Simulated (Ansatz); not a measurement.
Input and output for `C=NB(F)Cl`.

```yaml
crystal:
  periodic: [false, false, false]
  atoms:
    - {symbol: C, position_ang: [-1.329356, -0.203651, 0.316044]}
    - {symbol: N, position_ang: [-0.180602, 0.021016, -0.289056]}
    - {symbol: B, position_ang: [0.860644, 0.441026, 0.071396]}
    - {symbol: F, position_ang: [1.533609, 0.701855, 1.095774]}
    - {symbol: Cl, position_ang: [2.319360, 0.293464, -0.945106]}
    - {symbol: H, position_ang: [-1.990298, -0.050122, -0.055761]}
    - {symbol: H, position_ang: [-1.245701, -1.202745, 0.392796]}
basis:
  gaussian: {orbitals: cc-pVDZ}
total_charge: 1
magnetization: {spin_polarized: true, initial_magnetization: 1}
hamiltonian: {xc: {name: SPW92}}
```

```sh
$ ansatz run in.yaml --threads 2 --pin off --events-out ev --progress --plain --max-ram 4352MiB
```

Output, abridged:

```
Functional definition: SPW92
1048 factors; their error is unknown
mean field evaluation 1: about -18320.0989 eV, gradient 9.5e1 eV
mean field evaluation 2: about -17698.7962 eV, gradient 3.0e2 eV
mean field evaluation 4: about -18363.9412 eV, gradient 3.4e1 eV
mean field evaluation 8: about -18370.9474 eV, gradient 1.6e1 eV
mean field evaluation 16: about -18372.8039 eV, gradient 2.0e-1 eV
mean field -18372.75135874 eV, -675.1861589354 hartree, gradient 8.2e-6 eV, S^2 0.752167; 6 other end points of the search recorded, 0 dependent functions left out
reference -18372.75138606 eV, -675.1861599396 hartree; 23, 22 occupied and 61, 62 virtual orbitals, 1048 factors
Total energy: -18372.75138606 eV, -675.1861599396 hartree
```

Run time 2.6 s (2 threads of an Arm Neoverse V2 on a shared host); peak host memory 0.19 GiB.
